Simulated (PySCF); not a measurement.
# Polarisability and C₆ of Ti (titanium, neutral)

[Ar] 3d2 4s2, high-spin 3F determinant. All numbers are calculated (PySCF 2.14, the non-relativistic Hamiltonian (point nucleus), in aug-cc-pVTZ (8s7p5d3f2g, 93 functions)). Coupled (time-dependent) response in atomic units; α is the mean over directions.

```tsv
method	mean α (bohr³)	C₆ (like pair)	S(−4)
wB97M-V	101.2	1130	5362
```

S(−4) is the Cauchy moment in α(ω) = α(0) + S(−4) ω² + …

Reference α: 87 ± 10 bohr³ (recommended; Schwerdtfeger and Nagle, table of static dipole polarizabilities (2023 update)). Published C₆: 1044 (Chu and Dalgarno (2004); Tang, Norbeck and Certain (1976)).

α(iu) at wB97M-V:

| u (hartree) | α(iu) (bohr³) |
| --- | --- |
| 0 | 101.2 |
| 0.0500 | 89.52 |
| 0.100 | 67.17 |
| 0.200 | 35.33 |
| 0.300 | 20.97 |
| 0.500 | 10.28 |
| 0.750 | 5.896 |
| 1.00 | 4.018 |
| 1.50 | 2.332 |
| 2.00 | 1.554 |
| 3.00 | 0.8382 |
| 5.00 | 0.3577 |

A single London oscillator, α(iu) = α/(1 + u²/ω²), gives C₆ = (3/4) ω α². Matching the computed C₆ needs ω = 4 × 1130 / (3 × 101.2²) = 0.147 hartree.
